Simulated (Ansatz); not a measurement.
Computed with Ansatz on PBE0-D4/def2-TZVP structures; ΔE is electronic, products minus reactants. CCSD(T)/CBS is the MP2 limit (def2-TZVPP, def2-QZVPP) plus CCSD(T) − MP2 in def2-TZVPP, frozen cores. This one scheme is used for every species. DFT in def2-TZVPP. B3LYP here is the variant with VWN-RPA as its local correlation; programs differ in this. Each species was taken in one conformer, which may not be the lowest.

`[BH2][Al]([NH2])[SiH3]` + `O[SiH3]` → `[BH2][Al]([SiH3])[O][SiH3]` + NH₃  (ligand exchange at the Al–N bond)

```
             level  ΔE (kJ/mol)  difference from CCSD(T)/CBS
            PBE-D4        -59.0                          7.6
         r2SCAN-D4        -64.6                          2.0
           PBE0-D4        -63.0                          3.6
          B3LYP-D4        -68.9                         -2.3
           ωB97X-V        -65.8                          0.8
           ωB97M-V        -64.7                          1.9
            B2PLYP        -67.1                         -0.5
               PBE        -57.0                          9.6
            r2SCAN        -63.7                          2.9
              PBE0        -60.9                          5.7
             B3LYP        -65.7                          0.9
     HF/def2-TZVPP        -76.4                         -9.8
    MP2/def2-TZVPP        -67.1                         -0.5
SCS-MP2/def2-TZVPP        -68.9                         -2.3
   CCSD/def2-TZVPP        -68.5                         -1.9
CCSD(T)/def2-TZVPP        -67.0                         -0.4
     HF/def2-QZVPP        -77.6                        -11.0
    MP2/def2-QZVPP        -67.3                         -0.7
SCS-MP2/def2-QZVPP        -69.0                         -2.4
      HF/CBS(def2)        -77.8                        -11.2
     MP2/CBS(def2)        -66.7                         -0.1
    CCSD/CBS(def2)        -68.2                         -1.6
       CCSD(T)/CBS        -66.6                            0
```

Largest T1 diagnostic among the species: 0.013.

From PBE to PBE0 (25 % exact exchange), in def2-TZVPP and without D4, ΔE moves by −3.9 kJ/mol. In def2-TZVPP, CCSD(T) changes the Hartree–Fock value by +9.4 kJ/mol (the triples alone add +1.5 kJ/mol) and MP2 by +9.3 kJ/mol.

CCSD(T)/CBS has its own doubt, a few kJ/mol and more with outer-core shells, so smaller differences from it don't rank the levels.
